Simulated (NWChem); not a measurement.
Species: C$_{4}$H$_{7}$N; SMILES C/N=C/C=C

```xyz
12

C      0.6401    -2.0818     0.0000
C     -0.5237    -1.4219     0.0000
C     -0.6351     0.0451     0.0000
N      0.3732     0.8154     0.0000
C      0.1626     2.2301     0.0000
H      1.5831    -1.5278     0.0000
H      0.6775    -3.1737     0.0000
H     -1.4689    -1.9750     0.0000
H     -1.6687     0.4525     0.0000
H      0.6534     2.6779    -0.8807
H     -0.9051     2.5314     0.0000
H      0.6534     2.6779     0.8807
```
Atoms are numbered in this order, from 1.

Program: NWChem. Geometry: optimised at PBE0/def2-SVP. Total energies compare along this basis series because the functional is fixed.

| level | basis functions | energy (Ha) | highest occupied level (eV) | orbital gap (eV) | dipole (D) |
|---|---|---|---|---|---|
| Hartree-Fock/pcseg-1 | 105 | -209.8929 | -9.42 | 11.98 | 1.37 |
| Hartree-Fock/aug-pcseg-1 | 178 | -209.9040 | -9.43 | 10.27 | 1.29 |
| Hartree-Fock/pcseg-2 | 248 | -210.0149 | -9.43 | 11.74 | 1.32 |
| Hartree-Fock/STO-3G | 32 | -207.3485 | -7.69 | 14.11 | 1.19 |
| Hartree-Fock/def2-SVP | 105 | -209.7933 | -9.40 | 12.18 | 1.29 |
